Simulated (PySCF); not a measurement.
# Calculated properties of `CC1=N[Se]C(F)=C1F`

Compound: C4H3F2NSe.
Numbering: `[CH3:1][c:2]1[n:3][se:4][c:5]([F:6])[c:7]1[F:8]` (hydrogens: H9, H10, H11 on C1)

Structure used (PBE0-D3(BJ)/def2-SVP), in Å, numbered top down from 1:
```xyz
11
C4H3F2NSe angstrom
C     -1.7325    0.0607   -0.0997
C     -0.2714    0.3623   -0.0945
N      0.1616    1.5669   -0.3632
Se     1.9741    1.6300   -0.2988
C      1.9893   -0.1808    0.1368
F      3.0766   -0.8834    0.3547
C      0.7081   -0.6438    0.1933
F      0.3760   -1.8941    0.4873
H     -2.0287   -0.4633    0.8214
H     -2.2980    0.9963   -0.1892
H     -1.9895   -0.5937   -0.9479
```

Some functional groups and rings: pyridine-type ring nitrogen, C–F bond and selenium bound to carbon.

From PBE0-D3(BJ)/def2-SVP geometry optimisation, gas phase (PySCF):

| Quantity | Value |
| --- | --- |
| Rotational constants A, B, C | 2.041, 1.344, 0.814 GHz |

**wB97X-D/def2-SVPD ground state and vertical TDDFT (core frozen in the response) (PySCF)**

| Item | Value |
| --- | --- |
| Dipole moment | 0.39 D |
| HOMO energy | -9.09 eV |
| LUMO energy | 0.44 eV |
| HOMO–LUMO gap | 9.53 eV |
| Lowest singlet excitation | 4.73 eV (262 nm, f = 0.000) |
| Static isotropic polarisability | 78.4 au |
| Electronic spatial extent ⟨r²⟩ about the centre of nuclear charge | 1238 bohr² |

Monoisotopic mass from the formula: 182.9399 u.

S1 lies 4.80 eV below the HOMO–LUMO gap; its leading configuration is HOMO→LUMO+1, weight 0.90. The dipole equals about 1.3 × 10⁻³⁰ C·m (1 D = 3.33564 × 10⁻³⁰ C·m). The principal polarisabilities are 53.2, 78.5 and 103.6 au; their mean is the isotropic value. No computed singlet falls in the visible range (750 to 380 nm, 1.65 to 3.26 eV); S1 lies 1.47 eV above its blue end.

The calculation is non-relativistic and has no spin–orbit coupling, an omission that weighs most on selenium.
